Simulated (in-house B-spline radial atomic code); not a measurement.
Inner levels of scandium as electrons are removed. A shift is the extra binding of the orbital against the neutral atom ([Ar] 3d1 4s2). Computed with a B-spline radial code for spherical atoms: non-relativistic Hartree-Fock, average of the configuration, point nuclei.

```csv
ion,configuration,shift of 1s (eV),radius of 1s (bohr),Σ<r²> (bohr²),change of density at nucleus (bohr⁻³)
Sc13+,[He] 2s2 2p4,476.3,0.073296,0.66981,2.968
Sc14+,[He] 2s2 2p3,581.26,0.07319,0.5459,30.591
Sc15+,[He] 2s2 2p2,690.53,0.073074,0.4331,59.685
Sc16+,[He] 2s2 2p1,804.07,0.072948,0.33017,90.264
Sc17+,[He] 2s2,921.84,0.072813,0.23605,122.34
Sc18+,[He] 2s1,1026.17,0.072798,0.12187,-164.96
Sc19+,1s2,1133.13,0.072729,0.014138,-471.8
Sc20+,1s1,1485.74,0.071429,0.0068027,-3234.44
```
